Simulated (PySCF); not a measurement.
Coordinates in bohr (charge 0 multiplicity 4):
```
V     0.0000    0.0000    0.0000
H     0.0000    0.0000    3.3560
H     0.0000    0.0000   -3.3560
```

These are results of PySCF, UPBE0, basis V def2-TZVP, H def2-TZVP (no relativity, density fitting), not measurements.

This geometry of VH2 is a stationary point at this level.

What is the point group?

D∞h.

Is it a minimum?

Yes: all harmonic wavenumbers are real.

Give the atomic charges and bond orders.


```csv
atom,Mulliken,Löwdin,polar tensor,spin (Mulliken),Mayer order to V1
V1,0.49,0.54,1.09,3.18,–
"H2,3",-0.24,-0.27,-0.55,-0.09,0.83
```

What is the atomisation energy, with and without zero-point energy?

483 kJ/mol without, 461 kJ/mol with.

Other isomers or separated fragments may lie lower. With open d or f shells other occupations or spin states may lie lower.
